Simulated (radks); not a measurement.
Question: Valence configurations of Sn I (all share [Kr]). Method: scalar-relativistic Kohn-Sham, PBE, spin-polarised, spherical densities, finite nucleus; open shells are filled with parallel spins first (spin-orbit coupling, left out, can overturn this in heavy ions); Fermi nuclear charge, rms radius 4.6519 fm; computed with a radial shooting solver on a logarithmic mesh with Libxc functionals. Order these by energy: 4d8 5p6; 4d9 5p5; 4d10 5p4; 4d8.5 5s2 5p3.5; 4d10 5s2 5p2; 4d10 5s1 5p3; 4d9 5s2 5p3; 4d10 5s1.5 5p2.5; 4d9.5 5s2 5p2.5; 4d8 5s2 5p4.

Answer: From the lowest, in eV above it: 4d10 5s2 5p2 0.000; 4d10 5s1.5 5p2.5 2.680; 4d10 5s1 5p3 5.113; 4d9.5 5s2 5p2.5 11.192; 4d10 5p4 14.194; 4d9 5s2 5p3 23.333; 4d8.5 5s2 5p3.5 37.433; 4d9 5p5 40.461; 4d8 5s2 5p4 52.502; 4d8 5p6 70.564. NIST lists [Kr] 4d10 5s2 5p2 as the ground configuration; this level of theory agrees among the configurations tried. The energies are those of spherical high-spin densities, not of single terms.
